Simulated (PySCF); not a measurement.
**Exercise with solution: refractive index and permittivity of the vapour**

1,3-thiazol-4-ylsilane (C₃H₅NSSi), SMILES [SiH3]c1cscn1.

Geometry: TPSSh-D3(BJ)/def2-SVP.

B3LYP/def2-TZVP run with PySCF gives a mean static polarisability of 84.0 bohr³ and a dipole moment of 1.75 D. Take an ideal gas at 298.15 K and 0.1 bar, whether or not the substance is that volatile.

### Question
Work out n − 1 in the optical limit and the static ε − 1.

### Answer

Polarisability volume α' = 84.0 × 0.148185 = 12.45 Å³. Number density N = p/kT = 2.43e-6 Å⁻³.
Dilute limit of Lorentz–Lorenz: n − 1 = 2π N α' = 0.00019.
Orientation term of Debye: μ²/(3kT) = 8.098 Å³ × μ²(D²) = 24.80 Å³.
ε − 1 = 4π N (α' + μ²/3kT) = 0.0011. Orientation of the dipole supplies 67 % of the static response; it can't follow optical fields. Vibrational polarisation and dispersion are left out.
